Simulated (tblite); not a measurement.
Species: C₂H₉ClSi₃.
Z-matrix (Å and degrees, GFN2-xTB geometry), rows numbered from 1:
```
C 
C   1  1.5258
Si  2  1.9443  1  114.76
Si  3  2.3443  2   86.87  1   134.92
Cl  4  2.0475  3  118.38  2  -125.01
Si  2  1.9443  1  114.75  3   119.98
H   1  1.0894  2  111.04  3    59.96
H   1  1.0893  2  111.03  3  -179.93
H   1  1.0882  2  110.76  3   -60.02
H   2  1.0953  1  106.65  3  -120.05
H   3  1.4680  2  110.65  1    14.19
H   3  1.4694  2  111.88  1  -102.84
H   4  1.4698  3  118.37  2   110.37
H   6  1.4696  2  111.91  1   102.82
H   6  1.4679  2  110.69  1   -14.17
```

All values are computed: GFN2-xTB (tblite) harmonic vibrations without scaling, gas phase. Errors from tens to a few hundred cm⁻¹ against measured bands are possible. Modes of hydrogen on silicon can be 10 to 20 % off. One conformer, not necessarily the lowest.

Harmonic wavenumbers (cm⁻¹): 26.9, 99.3, 108.5, 222.3, 238.5, 266.2, 273.3, 324.9, 365.6, 389.9, 400.2, 454.1, 500.7, 501.4, 524.9, 592.2, 595.1, 642.5, 693.7, 694.6, 803.4, 809.5, 983.8, 1028.8, 1093.0, 1129.6, 1275.4, 1418.6, 1514.7, 1516.4, 2142.2, 2179.9, 2187.9, 2206.1, 2209.6, 2916.0, 2999.1, 3007.6, 3022.8.

A = 2407, B = 928.4, C = 783.5 MHz; mass 151.970 u (most abundant isotopes); point group Cs, symmetry number 1.

Problem. What is the zero-point energy?

Solution. Half the sum of the wavenumbers: 21180 cm⁻¹ = 60.55 kcal/mol.

Problem. What is S at 500 K and 1 bar for an ideal gas of classical rigid rotors and harmonic oscillators?

Solution. Translation 43.56, rotation 31.14, vibration 49.26: S = 124.0 cal/(mol K).

Problem. And Cp and H(500 K) − H(0)?

Solution. Cp = 52.56 cal/(mol K), of which vibrations give 44.61 (their classical limit is 39 R = 77.5); H(500 K) − H(0) = 16.54 kcal/mol without the zero-point energy, 12.57 from vibrations.

Problem. How do the functions run with temperature in this model?

Solution. 
```csv
T (K),S (cal/(mol K)),Cp (cal/(mol K)),H − H(0) (kcal/mol),G − H(0) (kcal/mol),ln q(vib)
150,78.3,24.2,2.29,-9.46,2.96
250,93.5,35.5,5.30,-18.07,5.55
298.15,100.1,39.8,7.11,-22.73,6.84
400,112.8,47.0,11.55,-33.59,9.56
600,134.0,57.0,22.03,-58.34,14.61
900,159.0,66.6,40.69,-102.45,21.34
```

q(vib) and H(0) count from the zero-point level.

Problem. Blend soft modes into free rotors: weight 1/[1 + (100 cm⁻¹/ν̃)⁴] for the oscillator and the rest for a rotor with moment μB/(μ + B), μ = h/(8π²ν), B = 10⁻⁴⁴ kg m². What vibrational entropy results?

Solution. 45.87 cal/(mol K) in place of 49.26, which changes −T·S at 500 K by +1.70 kcal/mol.

Problem. Which modes carry the vibrational entropy at 500 K?

Solution. 26.9 cm⁻¹: 7.07; 99.3 cm⁻¹: 4.48; 108.5 cm⁻¹: 4.31; 222.3 cm⁻¹: 2.91; 238.5 cm⁻¹: 2.77; 266.2 cm⁻¹: 2.56 cal/(mol K); the other 33 give 25.15 together.

Hindered rotation and anharmonicity are outside this model. Other conformers, if any are populated, would add a mixing term that is left out.
